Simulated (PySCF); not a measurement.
A structure optimised at PBE0-D3(BJ)/def2-TZVPD, used in a PySCF frequency run:

```
K
F 1 2.2015
```
Charge 0, spin multiplicity 1.

Question: Write its SMILES, formula and point group.

Answer: [F][K], FK, C∞v

Question: What are its rotational constants (standard atomic weights)?

Answer: 8.1554 GHz (linear rotor, B only)
